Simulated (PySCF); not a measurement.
Gas-phase reaction: SnH2 + 2 HF = SnH2F2 + 2 H

Method: PySCF energies (xtb for GFN2) plus ideal-gas RRHO corrections (1 bar). † marks an energy on the PBE0/def2-TZVP geometry and frequencies; other levels use their own. CCSD(T) freezes the core. Open shells (unrestricted): H (multiplicity 2); the rest are closed-shell singlets. GFN2 has no spin-polarisation term. Sn: scalar-relativistic def2 core potential, no spin-orbit coupling. SnH2, SnH2F2: computed as isolated molecules; such fragments, hydroxides, amides, oligomers or adducts are transient or little studied in the gas. CCSD(T) isn't extrapolated to the basis-set limit; its ΔH°(298 K) is 241.9 kJ in def2-SVP and 263.0 kJ in def2-TZVPP. The harmonic model lacks anharmonicity and excited electronic states, which grow with temperature; levels with a mode under 35 cm⁻¹ are left out.

```tsv
level	ΔE electronic, kJ	ΔH°(298 K), kJ	ΔS°(298 K), J/K	ΔG°(2000 K), kJ
BLYP/def2-TZVP†	288	258	-55	318
CCSD(T)/def2-TZVPP†	293	263	-55	323
GFN2-xTB	436	406	-43	433
HF/def2-TZVP†	183	153	-55	213
PBE/def2-SVP	246	218	-55	276
r2SCAN/def2-TZVP†	247	217	-55	277
ωB97M-V/def2-TZVP†	269	239	-55	299
ωB97X-V/def2-TZVP†	249	219	-55	279
```
ΔH° is lowest at HF/def2-TZVP† and highest at GFN2-xTB. No reference value is set beside these.
